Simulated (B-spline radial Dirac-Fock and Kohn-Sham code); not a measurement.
# Two-hole binding energies of Tb⁵⁺

System: Tb⁵⁺, configuration [Kr] 4d10 4f7 5s2 5p5.

Calculated with a radial atomic solver, using Dirac-Fock energy differences between relaxed states, corrected for Breit and QED terms. U is the two-hole binding energy less the two single-hole energies, the effective repulsion of the holes after relaxation. Each two-hole energy is an average over J within one jj subconfiguration.

| holes | E(a) (eV) | E(b) (eV) | E(ab) (eV) | U (eV) |
| --- | --- | --- | --- | --- |
| 1s⁻² | 52073.1 | 52073.1 | 105297.1 | 1150.9 |
| 1s⁻¹ 3p1/2⁻¹ | 52073.1 | 1849.4 | 54025.5 | 103.0 |
| 1s⁻¹ 3p3/2⁻¹ | 52073.1 | 1694.7 | 53860.3 | 92.5 |
| 2s⁻² | 8793.7 | 8793.7 | 17775.9 | 188.5 |
| 2s⁻¹ 2p1/2⁻¹ | 8793.7 | 8332.3 | ? | ? |
| 2p1/2⁻¹ 2p3/2⁻¹ | 8332.3 | 7594.5 | 16135.4 | 208.6 |
| 2p3/2⁻² | 7594.5 | 7594.5 | 15392.9 | 204.0 |
| 2s⁻¹ 3p3/2⁻¹ | 8793.7 | 1694.7 | 10565.8 | 77.4 |
| 2p1/2⁻¹ 3s⁻¹ | 8332.3 | 2048.9 | 10460.1 | 79.0 |
| 2s⁻¹ 3d5/2⁻¹ | 8793.7 | 1322.5 | 10200.5 | 84.3 |
| 2p1/2⁻¹ 3d3/2⁻¹ | 8332.3 | 1355.3 | 9772.5 | 84.9 |
| 2p3/2⁻¹ 3d5/2⁻¹ | 7594.5 | 1322.5 | 9000.6 | 83.6 |
| 3p1/2⁻¹ 3p3/2⁻¹ | 1849.4 | 1694.7 | 3601.2 | 57.2 |
| 4d3/2⁻² | 237.9 | 237.9 | 502.9 | 27.1 |

Question: Give the missing two-hole energy and U.

Answer: E(ab) = 17304.7 eV and U = 178.7 eV.

Run: 62 s of CPU time on 1 thread of Intel(R) Xeon(R) Platinum 8259CL CPU @ 2.50GHz (shared host), peak memory 0.52 GiB.
